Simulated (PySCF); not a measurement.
A structure optimised at r2SCAN-D4/def2-SVP, used in a PySCF frequency run:

```
Si
O 1 1.6490
H 2 0.9667 1 118.27
Cl 1 2.0760 2 110.16 3 58.67
Cl 1 2.0760 2 110.16 3 -58.67
Si 1 2.3257 2 109.26 3 180.00
H 6 1.4920 1 107.91 2 180.00
H 6 1.4924 7 109.79 1 -119.41
H 6 1.4924 7 109.79 8 -121.17
```

Question: Write its SMILES, formula and point group.

Answer: O[Si]([SiH3])(Cl)Cl, Cl2H4OSi2, Cs

Question: What are its rotational constants (standard atomic weights)?

Answer: 1.7389, 1.5705, 1.1749 GHz
